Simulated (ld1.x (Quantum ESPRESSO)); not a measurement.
Sr, RRKJ: configuration errors across variants

* Element: Sr (Z = 38)
* Generator: ld1.x (Quantum ESPRESSO) 7.5
* Type: norm-conserving RRKJ (Kleinman–Bylander form)
* Functional: PBE
* Relativity: scalar-relativistic
* Frozen core: [Ar] 3d10
* Valence charge: 10
* Reference configuration: 4s2 4p6 4d0 5s2 5p0
* Partial waves: 4p (bound): rc 2.55 bohr; 4d (bound, empty): rc 2.55 bohr; 4s (bound): rc 2.05 bohr
* Local potential: the s channel
* Core correction: none
* rho0: 0.02

Occupied shells without a wave of their own: 5s. They enter only through the test configuration that unscreens the potential.

All-electron excitation energies from the reference (eV): (1) 4s2 4p6 4d0 5s1 5p0 5.885; (2) 4s2 4p6 4d0 5s0 5p0 16.892; (3) 4s2 4p6 4d0 5s1.5 5p0 2.339; (4) 4s2 4p5 4d0 5s2 5p0 28.309; (5) 4s2 4p6 4d1 5s1 5p0 2.324; (6) 4s2 4p6 4d0.5 5s1.5 5p0 1.146; (7) 4s2 4p6 4d0 5s0 5p2 4.707.

For the base: The 5s level has no wave, so the channel is fitted at the deeper level alone: the likely source of the large errors.

On the changes marked as counting shells twice: ld1.x takes every shell without a wave as core, so the model core holds the marked electrons as well and exchange and correlation see them twice. This cancels in the reference configuration, but the file is broken for other ones, and its errors say nothing about a proper core correction.

5 further variants failed, have other tests or another functional or relativity, and are left out.

The file “base” misses its own reference levels by 0.4 eV. The file “wave 4p (bound): rc 2.55 bohr becomes 4p (bound): rc 3.40 bohr” misses its own reference levels by 0.4 eV. The file “wave 4d (bound): rc 2.55 bohr becomes 4d (bound): rc 2.02 bohr” misses its own reference levels by 0.4 eV. The file “all radii scaled by about 1.16 (s 2.38, p 2.96, d 2.96 bohr)” misses its own reference levels by 0.9 eV. The file “core correction a·sin(br)/r model core inside 1.16 bohr (5s counted twice)” misses its own reference levels by 0.4 eV. The file “wave 4p (bound): rc 2.55 bohr becomes 4p (bound): rc 2.70 bohr” misses its own reference levels by 0.4 eV.

Errors AE − PS in meV (a dash: test not solved or not reliable):

```csv
change,(1),(2),(3),(4),(5),(6),(7),bound ghosts
base,-572,-1604,-242,+168,-372,-193,-744,none
wave 4p (bound): rc 2.55 bohr becomes 4p (bound): rc 3.40 bohr,-577,-1648,-242,+276,-374,-194,-1164,none
wave 4d (bound): rc 2.55 bohr becomes 4d (bound): rc 2.02 bohr,-572,-1604,-242,+168,-373,-193,-744,none
"all radii scaled by about 1.16 (s 2.38, p 2.96, d 2.96 bohr)",-1249,-3483,-527,+238,-830,-426,-1926,none
core correction a·sin(br)/r model core inside 1.16 bohr (5s counted twice),-716,-2181,-275,+121,-388,-197,-850,none
wave 4p (bound): rc 2.55 bohr becomes 4p (bound): rc 2.70 bohr,-572,-1605,-242,+171,-372,-193,-771,none
```

(1) Give the same row for: wave 4s (bound): rc 2.05 bohr becomes 4s (bound): rc 2.84 bohr.

Answers

(1) -1823, -5124, -758, +875, -1531, -779, -2853; bound ghosts: not determined.
